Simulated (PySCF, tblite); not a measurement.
Isomers of C3H9NO4S2, one GFN2-xTB conformer each. Single-point energies are computed at PBE0/pcSseg-1 (PySCF, gas phase, no added dispersion term), electronic only.

Question: Rank them by PBE0/pcSseg-1 energy, lowest first (kcal/mol).
A. `[CH3:1][CH2:2][S:3](=[O:4])(=[O:5])[NH:6][S:7]([CH3:8])(=[O:9])=[O:10]` with C1–C2–S3–O4 54°, C2–S3–N6–S7 -79°, S3–N6–S7–C8 -73°
B. `[CH3:1][N:2]([S:3]([CH3:4])(=[O:5])=[O:6])[S:7]([CH3:8])(=[O:9])=[O:10]` with C1–N2–S3–C4 -76°, C1–N2–S7–C8 -131°

Answer: A (0.0), B (5.2).

As drawn, the lower has an N–H bond, which the higher lacks. GFN2-xTB itself gives, in the same order: 1.7, 0.0. GFN2-xTB puts CN(S(C)(=O)=O)S(C)(=O)=O lowest instead.

Q: Which frontier levels, dipoles and rotational constants go with these structures?

A: 
```tsv
SMILES	HOMO (eV, PBE0/pcSseg-1)	LUMO (eV)	dipole (D)	A, B, C (MHz)
CCS(=O)(=O)NS(C)(=O)=O	-8.96	0.64	0.47	1723, 829.2, 712.0
CN(S(C)(=O)=O)S(C)(=O)=O	-8.67	0.78	1.15	1732, 885.3, 808.6
```

Q: What happens when harmonic zero-point energies from GFN2-xTB frequencies are added?

A: 
```csv
SMILES,ZPE (kcal/mol),electronic (kcal/mol),with ZPE (kcal/mol)
CCS(=O)(=O)NS(C)(=O)=O,85.0,0.0,0.0
CN(S(C)(=O)=O)S(C)(=O)=O,84.5,5.2,4.8
```

The zero-point energies span 0.5 kcal/mol. The order is unchanged.
